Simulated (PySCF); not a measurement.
CH5FMoN2S, SMILES [F][Mo]([NH2])(=[N]C)=[S], multiplicity 1.

Geometry: PBE-D3(BJ)/def2-SVP. The spin state was assumed, not searched. The def2 effective core potentials stand for the cores of Mo; spin–orbit coupling is left out. One conformer was computed; it need not be the lowest.

All values below come from PBE-D3(BJ)/def2-SVP (PySCF).

Frequencies are harmonic and unscaled.

### Question
List the normal modes with their intensities. (Estimate from the structure and the level; the computed values follow.)

### Answer

```tsv
mode	ν (cm⁻¹)	IR (km/mol)	moving atoms (share of kinetic energy)
1	91	5.3	S 35 %, C 34 %, H 19 %
2	100	0.8	H 91 %
3	111	3.5	H 28 %, C 24 %, F 18 %, N 18 %, Mo 9 %
4	177	2.8	F 45 %, S 31 %, N 11 %, Mo 8 %
5	183	1.5	F 39 %, N 38 %, H 12 %, Mo 8 %
6	198	3.8	N 34 %, F 18 %, Mo 16 %, S 15 %, H 15 %
7	301	9.5	N 57 %, H 27 %
8	337	2.3	N 66 %, H 19 %
9	398	2.1	H 78 %, N 19 %
10	478	171.2	H 77 %, N 22 %
11	539	32.5	S 70 %, Mo 21 %
12	629	15.2	H 48 %, N 23 %, C 22 %
13	657	100.8	F 65 %, Mo 16 %, H 12 %
14	683	34.8	N 28 %, H 25 %, C 22 %, Mo 21 %
15	715	74.3	N 52 %, H 22 %, Mo 19 %
16	1042	2.3	H 73 %, C 20 %
17	1051	0.3	H 72 %, C 20 %
18	1309	89.3	N 55 %, C 32 %, H 11 %
19	1365	1.9	H 78 %, N 19 %
20	1383	11.0	H 95 %
21	1389	15.5	H 96 %
22	1453	22.8	H 89 %, N 11 %
23	2922	37.5	H 97 %
24	3010	5.4	H 91 %, C 9 %
25	3019	5.9	H 91 %, C 9 %
26	3461	96.7	H 96 %
27	3569	40.3	H 91 %, N 9 %
```
